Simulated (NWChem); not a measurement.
**Lowest excitation of H₃O₃Sb**

SMILES: [OH][Sb]([OH])[OH]
```xyz
7

Sb    -0.0029     0.0174     0.3807
O      1.5295    -0.9319    -0.4333
H      1.5829    -0.7768    -1.3864
O     -1.4265    -0.7023    -0.8121
H     -1.6310    -1.6330    -0.6622
O     -0.0070     1.6414    -0.7377
H     -0.5744     1.4645    -1.5031
```
Charge 0, spin multiplicity 1.

Program: NWChem. The geometry was optimised at PBE0/def2-SVP with def2 effective core potentials on Sb, a minimum by its harmonic frequencies. It is one conformer; others weren't searched.

Basis set: def2-SVP.

Effective core potentials replace the inner electrons of Sb; spin-orbit coupling is left out. B3LYP has NWChem's definition, with VWN1-RPA local correlation. The structure started from a generated list of species.

Problem. For the lowest vertical singlet excitation energy, TD-B3LYP gives 5.79 eV and TDA-BHandHLYP gives 6.52 eV. What do TD-PBE, CIS give?

Solution. TD-PBE: 5.25 eV; CIS: 7.24 eV.
